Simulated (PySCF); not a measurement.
## NMR parameters of SiEt(NHEt)3

SiEt(NHEt)3, C8H23N3Si, point group C1.

Geometry:
```tsv
atom	x (Å)	y (Å)	z (Å)
Si1	0.271	0.115	0.503
C2	0.303	0.035	2.384
C3	-1.074	-0.174	3.008
H4	0.767	0.960	2.773
H5	0.986	-0.782	2.672
H6	-1.034	-0.224	4.107
H7	-1.765	0.638	2.734
H8	-1.529	-1.112	2.651
N9	1.933	0.053	0.006
C10	2.379	0.214	-1.361
C11	2.661	1.656	-1.763
H12	2.633	0.316	0.692
H13	3.281	-0.401	-1.542
H14	1.599	-0.205	-2.019
H15	1.761	2.276	-1.636
H16	2.987	1.726	-2.814
H17	3.457	2.091	-1.136
N18	-0.701	1.496	0.103
C19	-1.257	1.831	-1.187
C20	-2.755	2.090	-1.143
H21	-0.749	2.251	0.779
H22	-0.752	2.710	-1.637
H23	-1.053	0.989	-1.869
H24	-3.295	1.201	-0.781
H25	-3.148	2.354	-2.138
H26	-2.992	2.922	-0.459
N27	-0.502	-1.178	-0.353
C28	0.044	-2.496	-0.577
C29	-0.414	-3.540	0.432
H30	-1.512	-1.132	-0.430
H31	-0.200	-2.844	-1.598
H32	1.142	-2.408	-0.541
H33	-0.104	-3.262	1.452
H34	0.004	-4.533	0.204
H35	-1.513	-3.632	0.434
```

GIAO calculations in PySCF 2.14.0 with density-fitted response routines on the PBE0-D3(BJ)/def2-SVP structure: isolated species, non-relativistic, equivalent atoms averaged; basis pcSseg-1.

Question: Give the isotropic shieldings (ppm) with KT2, PBE0.

Answer: 
```json
{"atoms": "Si1", "environment": "silicon bonded to C, 3 N", "KT2": "388.1", "PBE0": "377.2"}
{"atoms": "N9/N18/N27", "environment": "nitrogen bonded to C, Si, H", "KT2": "205.4", "PBE0": "213.5"}
{"atoms": "C10/C19/C28", "environment": "carbon bonded to C, N, 2 H", "KT2": "142.5", "PBE0": "146.3"}
{"atoms": "C11/C20/C29", "environment": "carbon bonded to C, 3 H", "KT2": "159.0", "PBE0": "161.0"}
{"atoms": "C3", "environment": "carbon bonded to C, 3 H", "KT2": "172.9", "PBE0": "175.0"}
{"atoms": "C2", "environment": "carbon bonded to C, Si, 2 H", "KT2": "173.8", "PBE0": "176.6"}
{"atoms": "H13/H14/H22/H23/H31/H32", "environment": "hydrogen on a carbon bonded to C, N", "KT2": "28.16", "PBE0": "28.42"}
{"atoms": "H15/H16/H17/H24/H25/H26/H33/H34/H35", "environment": "hydrogen on a carbon bonded to C", "KT2": "30.15", "PBE0": "30.24"}
{"atoms": "H6/H7/H8", "environment": "hydrogen on a carbon bonded to C", "KT2": "30.19", "PBE0": "30.32"}
{"atoms": "H4/H5", "environment": "hydrogen on a carbon bonded to C, Si", "KT2": "30.90", "PBE0": "31.12"}
{"atoms": "H12/H21/H30", "environment": "hydrogen on a nitrogen bonded to C, Si", "KT2": "31.07", "PBE0": "31.38"}
{"atoms": "HOMO–LUMO gap (eV)", "environment": "–", "KT2": "4.92", "PBE0": "7.14"}
```

Question: And the chemical shifts, against references computed in the same way?

Answer: 
```csv
atoms,"nucleus, reference",KT2,PBE0
Si1,"$^{29}$Si, TMS",-27.0,-25.2
N9/N18/N27,"$^{15}$N, NH3",58.9,52.2
C10/C19/C28,"$^{13}$C, TMS",40.7,38.1
C11/C20/C29,"$^{13}$C, TMS",24.2,23.4
C3,"$^{13}$C, TMS",10.3,9.4
C2,"$^{13}$C, TMS",9.4,7.9
H13/H14/H22/H23/H31/H32,"$^{1}$H, TMS",3.02,2.84
H15/H16/H17/H24/H25/H26/H33/H34/H35,"$^{1}$H, TMS",1.03,1.03
H6/H7/H8,"$^{1}$H, TMS",0.99,0.95
H4/H5,"$^{1}$H, TMS",0.27,0.15
H12/H21/H30,"$^{1}$H, TMS",0.11,-0.11
```

Question: Which part of the shielding of Si1 depends on the functional?

Answer: Diamagnetic: KT2 892, PBE0 887 ppm; paramagnetic: KT2 -504, PBE0 -510 ppm.

The averaged N atoms aren't alike in the static structure (σ from 200 to 216 ppm); the average presumes fast exchange among these sites. Experimental scales use liquid or dissolved standards, which lie at an offset from isolated NH3 (liquid NH3: subtract about 20 ppm).
